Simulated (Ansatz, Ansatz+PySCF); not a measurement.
```xyz
8

B     0.3576   -0.0309    0.8153
B    -0.3568    0.0197   -0.8222
H    -0.3691    0.8838    0.1847
H     0.3550   -0.9029   -0.1860
H    -0.2824   -0.4750    1.7215
H     1.4668    0.3869    0.9688
H    -1.4638   -0.3962   -0.9949
H     0.2947    0.4703   -1.7167
```

Basis set: def2-SVP (spherical functions). Frozen core: 2 orbitals. Charge 0, multiplicity 3.

Computed with Ansatz (development build ahead of 0.2.0); each method stands on the lowest determinant of its kind that the runs found.

**Question.** Give the atomization energy at this shape (free ground-state atoms in the same class of orbitals less the molecule, no zero-point energy) of triplet B2H6 by UHF-MP2, UHF.

**Answer.**

```json
{"method": "UHF-MP2", "atomization energy": "1731.0 kJ/mol"}
{"method": "UHF", "atomization energy": "1336.8 kJ/mol"}
```

Caution: another spin multiplicity may lie lower; the determinant breaks the point group. Caution for UHF-MP2: MP2 forces lie far from those of the mean fields.
